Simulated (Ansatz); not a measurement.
Clusters of 3 atoms, chalcogenide: gap (eV) at several levels, gas phase, relaxed structures; Ansatz. Clusters are the lowest isomers that short searches found in that spin, judged at the geometry's level. Core potentials for Au, Hf, Nb, Te in the def2 sets, no spin–orbit coupling. HOMO and LUMO are taken over both spins. Singlets are spin-restricted. The structures are stationary points that may keep the symmetry of their start. Remarks come from the PBE and PBE0 runs and from stability tests at other levels; not every state was tested. HOMO above LUMO (over both spins in singlets and doublets, within one spin in higher multiplets; at PBE or PBE0), or a gap under 0.15 eV within one spin, warns that the state may not be the lowest or that an electron is smeared out.

```tsv
species	state	geometry	PBE-D4/def2-SVP	PBE-D4/def2-TZVP	r2SCAN-D4/def2-TZVP	PBE0-D4/def2-SVP	PBE0-D4/def2-TZVP	remarks
TiSe2⁺	doublet	PBE0-D4/def2-TZVP	0.79	0.82	1.29	2.80	2.80	quartet lower at PBE0, spin-contaminated (⟨S²⟩ up to 0.93)
Au2Se⁺	doublet	r2SCAN-D4/def2-TZVP	0.97	1.01	1.52	3.08	3.12	–
K2Se⁺	doublet	r2SCAN-D4/def2-TZVP	0.11	0.22	0.81	2.32	2.40	gap within one spin near zero
HfS2	singlet	PBE0-D4/def2-TZVP	1.01	1.05	1.54	2.78	2.79	–
NbTe2⁺	singlet	r2SCAN-D4/def2-TZVP	0.24	0.27	0.66	2.10	2.13	triplet lower at PBE0, restricted, untested
```
